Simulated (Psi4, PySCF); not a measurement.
C₃H₁₀N (SMILES C[NH+](C)C), charge +1, singlet, geometry from GFN2-xTB. Base run: PBE/6-31G, TDA (PySCF).

Input for PySCF:
```python
from pyscf import gto, scf, dft, tdscf

mol = gto.M(
    atom='''
N    -0.00145735   -0.00078979    0.34907080
C    -0.00683148    1.40360564   -0.09889597
C     1.21940542   -0.69518278   -0.09852509
C    -1.21129590   -0.70773025   -0.10870151
H    -0.00247043    1.44135056   -1.18709760
H     0.87339726    1.92496286    0.27271406
H    -0.89547623    1.91583180    0.26530846
H     1.25459564   -0.71020410   -1.18671739
H     1.22922597   -1.72074149    0.26595109
H     2.10574056   -0.18427709    0.27308679
H    -1.23721663   -0.72306702   -1.19714967
H    -2.10593863   -0.20601809    0.25545409
H    -1.21357974   -1.73335144    0.25572399
H    -0.00574458   -0.00311317    1.37596602
''',
    basis='6-31g',
    charge=1,
    verbose=4,
)

mf = dft.RKS(mol)
mf.xc = 'pbe'
mf.kernel()
td = mf.TDA()
td.nstates = 5
td.kernel()
td.analyze()
```

Programs used: Psi4, PySCF; a row that names a program was run with it.

Each row names what was changed in the base input (with any setting that the change needs).

```json
[
 {"change": "base", "first excitation (eV)": "9.93", "oscillator strength of the first": "0.000", "second (eV)": "10.21"},
 {"change": "functional = lc_wpbe", "first excitation (eV)": "11.96", "oscillator strength of the first": "0.000", "second (eV)": "12.17"},
 {"change": "conv_tol = 1e-3", "first excitation (eV)": "9.93", "oscillator strength of the first": "0.000", "second (eV)": "10.21"},
 {"change": "basis = 6-31+G*", "first excitation (eV)": "9.29", "oscillator strength of the first": "0.000", "second (eV)": "9.56"},
 {"change": "states = triplets", "first excitation (eV)": "9.79", "oscillator strength of the first": "-", "second (eV)": "9.86"},
 {"change": "response = full linear response", "first excitation (eV)": "9.93", "oscillator strength of the first": "0.000", "second (eV)": "10.20"},
 {"change": "functional = blyp", "first excitation (eV)": "9.85", "oscillator strength of the first": "0.000", "second (eV)": "10.11"},
 {"change": "code = psi4", "first excitation (eV)": "9.93", "oscillator strength of the first": "0.000", "second (eV)": "10.21"},
 {"change": "functional = b3lyp", "first excitation (eV)": "10.69", "oscillator strength of the first": "0.000", "second (eV)": "10.90"},
 {"change": "functional = camb3lyp", "first excitation (eV)": "11.24", "oscillator strength of the first": "0.000", "second (eV)": "11.43"}
]
```

An iterative solver can miss low states, so a row lists the states that it found.
